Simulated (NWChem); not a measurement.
Species: C$_{2}$H$_{5}$O$_{2}$, doublet; SMILES C(C[O])O

```xyz
9

O      0.6165     1.4537    -0.1606
C     -0.4676     0.8097     0.2925
C     -0.5034    -0.6227    -0.3259
O      0.5344    -1.4458     0.0722
H     -0.4757     0.6773     1.3997
H     -1.4247     1.2838    -0.0218
H     -0.4451    -0.5230    -1.4197
H     -1.5038    -1.0275    -0.0727
H      0.4685    -1.5956     1.0213
```
Atoms are numbered in this order, from 1.

Computed with NWChem. Spin-unrestricted. All runs use the structure optimised with PBE0/def2-SVP, spin-unrestricted. No stability test was run on the SCF state. Level M06-2X/def2-SVP: energy and gradient on several grids; changes count from the extra-fine grid, which is no exact limit either.

```json
[
 {"grid": "xcoarse", "size of the energy change (μHa)": "20000", "largest change of a gradient component (μHa/bohr)": "3000", "time, medium = 1 (rough)": "about 1"},
 {"grid": "coarse", "size of the energy change (μHa)": "20", "largest change of a gradient component (μHa/bohr)": "600", "time, medium = 1 (rough)": "about 1"},
 {"grid": "medium", "size of the energy change (μHa)": "30", "largest change of a gradient component (μHa/bohr)": "300", "time, medium = 1 (rough)": "about 1"},
 {"grid": "fine", "size of the energy change (μHa)": "< 10", "largest change of a gradient component (μHa/bohr)": "40", "time, medium = 1 (rough)": "about 1"},
 {"grid": "xfine", "size of the energy change (μHa)": "< 10", "largest change of a gradient component (μHa/bohr)": "< 30", "time, medium = 1 (rough)": "5"}
]
```
